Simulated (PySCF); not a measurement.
Computed shifts of a molecule C4H7FO2, PySCF with PBE/pcSseg-1, GIAO, gas phase, equivalent atoms averaged, in ppm (number of nuclei): ¹³C: 79.0 (1), 57.6 (1), 53.3 (1), 21.2 (1). ¹⁹F: -270.0 (1). ¹H: 3.05 (2), 2.11 (1), 1.56 (3), 1.14 (1). References: ¹³C against TMS (σ = 182.0 ppm); ¹⁹F against CFCl3 (σ = 133.6 ppm); ¹⁷O against H2O (σ = 334.3 ppm); ¹H against TMS (σ = 31.49 ppm), references at their B3LYP-D3(BJ)/def2-TZVP geometries, non-relativistic. The structure is a stationary point at PBE0-D3(BJ)/def2-SVP. Other conformers were not sampled.

Question: Which structure fits?
(A) O[C@H]1COC[C@H]1F
(B) C[C@@]1(F)[C@H](O)[C@@H]1O
(C) OC[C@]1(O)C[C@H]1F
(D) O=C[C@@H](F)CCO

Answer: B, C[C@@]1(F)[C@H](O)[C@@H]1O
